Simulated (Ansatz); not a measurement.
**Relative stability**

The two ends of one reaction step of Al2NH8O5, doublet (PBE0-D4/def2-TZVP).

A:

Al1  (-1.075, 0.700, 0.841)
O2  (-1.276, 0.052, -0.739)
Al3  (-0.073, 0.783, -1.692)
O4  (-0.266, 1.936, -2.925)
O5  (1.440, -0.052, -1.801)
O6  (-2.311, 1.053, 1.975)
H7  (0.605, -1.146, 1.363)
N8  (-0.162, -0.702, 1.907)
H9  (1.924, -2.571, -0.055)
O10  (1.904, -1.672, 0.280)
H11  (-1.059, 2.461, -3.008)
H12  (2.113, 0.292, -2.389)
H13  (-2.979, 1.719, 1.826)
H14  (0.221, -0.339, 2.773)
H15  (-0.838, -1.419, 2.160)
H16  (1.831, -1.094, -0.517)
(Å)

B:

Al1  (-0.989, 0.405, 0.967)
O2  (-0.799, -0.435, -0.652)
Al3  (0.183, 0.895, -1.401)
O4  (-0.321, 1.785, -2.751)
O5  (1.788, 0.285, -1.368)
O6  (-2.563, 0.671, 1.538)
H7  (0.923, -1.754, 0.920)
N8  (0.232, -0.270, 2.122)
H9  (-0.223, -1.260, -0.523)
O10  (1.015, -2.143, 0.025)
H11  (-1.136, 2.279, -2.804)
H12  (2.483, 0.675, -1.896)
H13  (-3.333, 0.753, 0.979)
H14  (1.125, 0.201, 2.193)
H15  (-0.076, -0.488, 3.061)
H16  (1.690, -1.599, -0.410)
(Å)

Computed with Ansatz 0.2.0 (basis: def2-TZVPP); correlated methods freeze the cores; orbitals are unrestricted. B3LYP uses VWN-RPA correlation.

Task: Which structure is lower at CCSD(T), and by how much? (Judge from chemistry; the value comes from the calculation.)

Result: By the calculation: A, by 54.3 kJ/mol (electronic energy, against the other). By their contacts, A is a complex of Al₂NH₆O₄ ([NH3][Al]([OH])[O][Al]([OH])[OH]) + H₂O and B is a complex of Al₂NH₆O₄ ([NH2][Al]([OH])[OH][Al]([OH])[OH]) + H₂O.

All methods give the same order:

```json
{"method": "SPW92", "E(B) − E(A) (kJ/mol)": "40.1"}
{"method": "PBE-D4", "E(B) − E(A) (kJ/mol)": "48.4"}
{"method": "BLYP-D4", "E(B) − E(A) (kJ/mol)": "53.2"}
{"method": "r2SCAN-D4", "E(B) − E(A) (kJ/mol)": "48.8"}
{"method": "B97M-V", "E(B) − E(A) (kJ/mol)": "55.5"}
{"method": "PBE0-D4", "E(B) − E(A) (kJ/mol)": "49.5"}
{"method": "B3LYP-D4", "E(B) − E(A) (kJ/mol)": "53.8"}
{"method": "r2SCAN0-D4", "E(B) − E(A) (kJ/mol)": "49.5"}
{"method": "BHLYP-D4", "E(B) − E(A) (kJ/mol)": "55.3"}
{"method": "CAM-B3LYP-D4", "E(B) − E(A) (kJ/mol)": "52.8"}
{"method": "wB97X-V", "E(B) − E(A) (kJ/mol)": "51.2"}
{"method": "wB97M-V", "E(B) − E(A) (kJ/mol)": "57.4"}
{"method": "B2PLYP", "E(B) − E(A) (kJ/mol)": "58.0"}
{"method": "PBE-QIDH", "E(B) − E(A) (kJ/mol)": "52.9"}
{"method": "RPA on PBE", "E(B) − E(A) (kJ/mol)": "56.0"}
{"method": "HF", "E(B) − E(A) (kJ/mol)": "64.9"}
{"method": "MP2", "E(B) − E(A) (kJ/mol)": "55.5"}
{"method": "CCSD", "E(B) − E(A) (kJ/mol)": "55.6"}
{"method": "CCSD(T)", "E(B) − E(A) (kJ/mol)": "54.3"}
```

The T1 diagnostic stays at or below 0.014. ⟨S²⟩ of the unrestricted Hartree–Fock references: 0.75 (a pure state has 0.75).

Labels in which every atom is bracketed show which atoms are joined, not bond orders.

For scale, one of the runs: CCSD(T)/def2-TZVPP, 382 basis functions, launched by `ansatz run in.yaml --threads 4 --pin off --events-out ev --progress --plain --max-ram 46080MiB --backend cuda --devices 0, --max-vram 37GiB`. Hardware: 4 CPU threads of an AMD EPYC 7R13 and a share of one NVIDIA H100, shared host. Wall time 69 s; peak host memory 1.7 GiB.
